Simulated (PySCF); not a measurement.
B(OH)(OEt)2, C4H11BO3, SMILES CCOB(O)OCC, GFN2-xTB optimised geometry.

```
19

B     -0.32    -1.04     0.00
O     -0.93    -2.26     0.00
H     -1.89    -2.24     0.00
O      1.03    -1.04     0.00
C      1.77     0.16     0.00
C      3.25    -0.17    -0.10
H      1.46     0.79    -0.84
H      1.56     0.72     0.92
H      3.45    -0.72    -1.01
H      3.84     0.74    -0.09
H      3.55    -0.79     0.74
O     -0.98     0.16     0.00
C     -2.39     0.29     0.00
C     -2.76     1.77     0.01
H     -2.81    -0.19    -0.90
H     -2.81    -0.21     0.88
H     -2.35     2.26    -0.86
H     -3.84     1.88     0.01
H     -2.35     2.24     0.90
```

Density from PBE0/def2-SVP run with PySCF at that geometry.

Minimum of the electron density along straight lines between bonded atoms, close to the bond critical point (lines longer than 1.1 times the sum of covalent radii, or with two minima, are not listed):

| bond | length / Å | ρ at the minimum / e bohr⁻³ | ∇²ρ there / e bohr⁻⁵ | position (fraction from the first atom) |
|---|---|---|---|---|
| B1–O2 | 1.362 | 0.203 | 1.09 | 0.33 |
| O2–H3 | 0.956 | … | -2.38 | 0.81 |
| B1–O4 | 1.351 | 0.210 | 1.11 | 0.33 |
| O4–C5 | 1.416 | 0.250 | … | 0.66 |
| C5–C6 | 1.522 | 0.250 | -0.59 | 0.51 |
| C5–H7 | 1.097 | 0.281 | -1.06 | 0.63 |
| C5–H8 | 1.097 | 0.281 | -1.05 | 0.63 |
| C6–H9 | 1.086 | 0.277 | -1.02 | 0.63 |
| C6–H10 | 1.087 | 0.276 | -1.00 | 0.62 |
| C6–H11 | 1.086 | 0.277 | -1.02 | 0.63 |
| B1–O12 | 1.373 | 0.195 | 1.04 | 0.33 |
| O12–C13 | 1.412 | 0.254 | … | 0.66 |
| C13–C14 | 1.523 | 0.249 | -0.59 | 0.51 |
| C13–H15 | 1.100 | 0.278 | -1.03 | 0.63 |
| C13–H16 | 1.100 | 0.278 | -1.03 | 0.63 |
| C14–H17 | 1.086 | 0.278 | -1.03 | 0.63 |
| C14–H18 | 1.087 | 0.276 | -1.01 | 0.62 |
| C14–H19 | 1.086 | 0.278 | -1.03 | 0.63 |

Some entries are withheld; supply them.


- O2–H3, ρ at the minimum / e bohr⁻³: 0.361
- O4–C5, ∇²ρ there / e bohr⁻⁵: -0.35
- O12–C13, ∇²ρ there / e bohr⁻⁵: -0.39
